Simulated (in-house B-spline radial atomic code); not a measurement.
**LDA VWN5 excitations of Tc7+**

Method: LDA VWN5. Computed with a B-spline radial code for spherical atoms: linear response of the closed shell [Ar] 3d10 4s2 4p6 with the functional's adiabatic kernel; scalar-relativistic (spin-free one-electron X2C), finite nucleus, no spin-orbit coupling, no double excitations, S, P, D and F terms only; shells from n = 2 respond. Only terms of natural parity with L up to 3 were computed.

Command:
```bash
python run_td.py task.json out
```
Settings (radii: box in bohr, nucleus in fm):
```
Z                        43
electrons                36
configuration            [Ar] 3d10 4s2 4p6
hamiltonian              x2c
method                   lda,vwn
box_radius               12.81
rms_radius               4.41117
intervals                70
```

Run time, properties included: 0.7 s on 1 thread of Intel(R) Xeon(R) 6975P-C (Granite Rapids), with other jobs on the host.

The lowest states, in the order of their Tamm-Dancoff energies; the method's threshold (minus the highest occupied level) is 142.34 eV. Labels give the largest channel, * marks a mixed state, and oscillator strengths are full-response dipole values. Semilocal kernels can invert the small singlet-triplet splittings of Rydberg terms. Energies in eV:

| state | full response | Tamm-Dancoff | oscillator strength |
| --- | --- | --- | --- |
| 4p → 4d 3P | ? | ? | - |
| 4p → 4d 3F | 43.46 | 43.51 | - |
| 4p → 4d 1F | 46.15 | 46.20 | - |
| 4p → 4d 1P | 56.61 | 58.67 | 5.42 |
| 4p → 5s 3P | 68.89 | 68.90 | - |
| 4p → 5s 1P | ? | ? | ? |
| 4s → 4d 3D | 73.54 | 73.57 | - |
| 4s → 4d 1D | 76.60 | 76.68 | - |
| 4p → 5p 3S | 78.37 | 78.39 | - |
| 4p → 5p 3D | 79.02 | 79.02 | - |

Where does 4p → 5s 1P lie?

At 69.57 eV in full response, 69.60 eV in Tamm-Dancoff, oscillator strength 0.575.

Where does 4p → 4d 3P lie?

At 42.71 eV in full response, 42.78 eV in Tamm-Dancoff.

How large is the singlet-triplet splitting of 4p → 4d (F terms) in Tamm-Dancoff?

2.69 eV, from the unrounded values.

What polarisabilities and dispersion coefficient does the method give?

Dipole 1.432 bohr³, quadrupole 1.787 bohr⁵, C6 3.541 hartree·bohr⁶ for two such species.
